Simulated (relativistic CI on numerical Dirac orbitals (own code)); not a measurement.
Method of calculation: Dirac-Coulomb-Breit CI, KLI orbitals optimised for each configuration, model QED, unscaled Slater integrals (own radial code, finite nucleus).

The strongest absorption lines from the ground level of an ion, among the configurations computed and to levels below about 1590 eV (vacuum wavelength in Å, gf): 7.7972 (0.052), 7.8014 (0.026), 8.6901 (0.12), 8.7003 (0.063), 11.554 (0.49), 11.597 (0.25), 206.49 (0.097), 266.07 (0.037).

(1) Which ion is it?
A. V XXI
B. Co XXV
C. Mn XXV
D. Mn XXIII

Answers

(1) D. Mn XXIII has 3 electrons and the ground level 2s 2S_1/2; the strongest line goes to 3p 2P°_3/2. The pattern of lines fixes the number of electrons, and along that sequence the line energies rise steadily with the charge (about as its square where n changes within one kind of shell, about linearly where n is kept but much faster in heavy ions where fine structure, which grows about as Z⁴, sets the gap, and irregularly where shells cross), which fixes Z. Configurations outside the model, such as inner-shell arrays, can give stronger lines. At this charge energies of transitions that change n are usually good to better than 1 %, and those within a shell (Δn = 0) to a few per cent.
